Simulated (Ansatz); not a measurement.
Reaction (hydrogenolysis of a C–Ge bond): `BS[CH2][GeH3]` + H₂ → `BSC` + GeH₄

Gas-phase electronic energies from Ansatz, PBE0-D4/def2-TZVP geometries. CCSD(T)/CBS adds triple-zeta CCSD(T) − MP2 to the extrapolated MP2 energy (def2 sets, frozen cores). This one scheme is used for every species. DFT in def2-TZVPP. B3LYP here is the variant with VWN-RPA as its local correlation; programs differ in this. For Ge outer-core shells are correlated without core-valence functions, which leaves a few kJ/mol of doubt a bond. Scalar relativity is left out up to krypton. One conformer a species, not always the lowest.

```tsv
level	ΔE (kcal/mol)	difference from CCSD(T)/CBS
PBE-D4	-8.6	-0.8
r2SCAN-D4	-9.2	-1.4
PBE0-D4	-9.5	-1.7
B3LYP-D4	-9.6	-1.8
ωB97X-V	-9.8	-2.0
ωB97M-V	-9.4	-1.6
B2PLYP	-10.5	-2.7
PBE	-10.5	-2.7
r2SCAN	-9.7	-1.9
PBE0	-11.2	-3.4
B3LYP	-12.7	-4.9
HF/def2-TZVPP	-15.6	-7.8
MP2/def2-TZVPP	-6.5	1.3
SCS-MP2/def2-TZVPP	-8.3	-0.5
CCSD/def2-TZVPP	-9.8	-2.0
CCSD(T)/def2-TZVPP	-8.5	-0.7
HF/def2-QZVPP	-15.8	-8.0
MP2/def2-QZVPP	-6.2	1.6
SCS-MP2/def2-QZVPP	-8.0	-0.2
HF/CBS(def2)	-15.8	-8.0
MP2/CBS(def2)	-5.8	2.0
CCSD/CBS(def2)	-9.1	-1.3
CCSD(T)/CBS	-7.8	0
```

Largest T1 diagnostic among the species: 0.014.

The D4 term adds +3.1 kcal/mol with B3LYP and +1.7 kcal/mol with PBE0; it sums over pairs of atoms, weighted by their polarisabilities, and B3LYP, whose exchange is more repulsive, gets the larger term. In def2-TZVPP, CCSD(T) changes the Hartree–Fock value by +7.1 kcal/mol (the triples alone add +1.3 kcal/mol) and MP2 by +9.1 kcal/mol.
